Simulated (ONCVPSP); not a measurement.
**Building the ONCV potential for tantalum (Ta) (PBE, fully relativistic).**

ONCVPSP 4.0.1 input, shortened (lines: element, Z, core and valence counts, functional; n l f; lmax; l rc ep ncon nbas qcut; lloc lpopt rc5 dvloc0; l nproj debl; icmod fcfact rcfact), PBE, fully relativistic:

```
  Ta 73.00   10    3        4      upf
    1    0    2.00
    2    0    2.00
    2    1    6.00
    3    0    2.00
    3    1    6.00
    3    2   10.00
    4    0    2.00
    4    1    6.00
    4    2   10.00
    4    3   14.00
    5    0    2.00
    5    1    6.00
    5    2    3.00
    2
    0    1.90    0.00    5   10    8.10
    1    1.45    0.00    4    9    6.30
    2    1.70    0.00    4    9    5.10
    4    5    1.35    0.00
    0    2    2.40
    1    2    0.30
    2    1    0.90
    3    1.50    1.70
```

Open shells are filled in proportion to 2j + 1.

In the s channel the program set the typed energies aside and used -3.248, 0.050 Ha. In the p channel the program set the typed energies aside and used -1.928, 0.250 Ha (j = l + 1/2; the other j can differ).

All-electron outer shells of the reference configuration (PBE, scalar-relativistic, ld1.x):

```csv
shell,level (eV),outermost node (bohr),outermost maximum (bohr)
5p,-54.95,0.58,1.13
4f,-40.27,–,0.44
5d,-18.31,0.65,1.54
```

What the tests gave:

- Cutoffs needed: 22 Ha and 118 Ha (the cutoffs (Ha) at which the residual kinetic energy of the hardest occupied pseudo-wave falls to 1 and 0.1 mHa per electron)
- Ghost test: no bound ghost flagged; no localised positive-energy state flagged
- Largest excitation error: -24 meV (all-electron minus pseudo) for 5s2 5p6 5d2, out of 4 test configurations
- rms error of d²Exc/dni dnj: 12.03 mHa without and 5.49 mHa with the model core

Generation and tests took about 6.4 s on one core of a shared server CPU.
